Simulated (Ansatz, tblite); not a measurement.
Cost and result up the ladder for K₂Se (the lowest singlet isomer of a short search) (3 atoms). The state is a singlet with charge 0. Geometry: r2SCAN-D4/def2-TZVP.

```xyz
3

K    -1.569   -1.114    2.047
K     1.222    1.161   -2.249
Se    0.348   -0.047    0.201
```

Ansatz on 4 threads of Intel Xeon on a shared host; xTB runs through tblite on one thread. Times are rough, summed over both states, and most runs start from the orbitals of an earlier one. CCSD(T)/def2-TZVPP serves as the yardstick here, not as an exact answer. The other state is a doublet.

The xTB rows come from tblite. Correlated methods freeze 19 core orbitals; core or outer-core shells of K, Se are correlated, in sets that lack core-valence functions. The structure comes from a short search, and lower isomers may exist.

Raw xTB energies of ions are shifted by several eV.

```json
{"level": "GFN1-xTB", "functions": "17", "wall time": "0.007 s", "vertical IE (eV)": "10.39", "difference from CCSD(T)/def2-TZVPP (eV)": "5.80"}
{"level": "GFN2-xTB", "functions": "17", "wall time": "0.013 s", "vertical IE (eV)": "11.23", "difference from CCSD(T)/def2-TZVPP (eV)": "6.64"}
{"level": "PBE-D4/def2-TZVP", "functions": "114", "wall time": "7.9 s", "vertical IE (eV)": "4.96", "difference from CCSD(T)/def2-TZVPP (eV)": "0.36"}
{"level": "PBE0-D4/def2-TZVP", "functions": "114", "wall time": "14 s", "vertical IE (eV)": "4.77", "difference from CCSD(T)/def2-TZVPP (eV)": "0.18"}
{"level": "r2SCAN-D4/def2-TZVP", "functions": "114", "wall time": "18 s", "vertical IE (eV)": "4.79", "difference from CCSD(T)/def2-TZVPP (eV)": "0.20"}
{"level": "CCSD(T)/def2-TZVPP", "functions": "114", "wall time": "26 s", "vertical IE (eV)": "4.59", "difference from CCSD(T)/def2-TZVPP (eV)": "0.00"}
```
